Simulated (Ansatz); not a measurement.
Q: Name a neutral molecule of F, Ge, N, Si and H with size of the dipole moment (B3LYP/def2-TZVPP) between 2.75 and 3.05 D and HOMO energy (PBE/def2-TZVPP) between -6.05 and -5.75 eV (Ansatz, PBE0-D4/def2-TZVP geometry).

A: `[NH2][GeH2][Si](N)(F)F` (2.81 D, -5.91 eV). Other molecules can fit too; these were computed, each in one conformer that needn't be the lowest.

B3LYP here is the variant with VWN-RPA as its local correlation; programs differ in this.
